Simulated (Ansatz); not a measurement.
C10H8N2, SMILES c1ccc(-c2ccccn2)nc1. Heavy atoms are numbered as in [cH:1]1[cH:2][cH:3][c:4](-[c:5]2[cH:6][cH:7][cH:8][cH:9][n:10]2)[n:11][cH:12]1.

Level of theory: CAM-B3LYP-D3(BJ)/def2-SVP run with Ansatz (a first-principles code).

Bond lengths of the relaxed neutral molecule (Å): C1–C2 1.389, C1–C12 1.394, C2–C3 1.389, C3–C4 1.401, C4–C5 1.499, C4–N11 1.333, C5–C6 1.401, C5–N10 1.333, C6–C7 1.389, C7–C8 1.389, C8–C9 1.394, C9–N10 1.324, N11–C12 1.324.

Problem. How do the bond lengths change in the relaxed lowest triplet? (The exact figures need the calculation; the answer reports its results.)

Solution. 
```csv
bond,neutral (Å),triplet (Å)
C1–C2,1.389,1.405
C1–C12,1.394,1.435
C2–C3,1.389,1.369
C3–C4,1.401,1.469
C4–C5,1.499,1.381
C4–N11,1.333,1.399
C5–C6,1.401,1.469
C5–N10,1.333,1.399
C6–C7,1.389,1.369
C7–C8,1.389,1.405
C8–C9,1.394,1.435
C9–N10,1.324,1.290
N11–C12,1.324,1.290
```
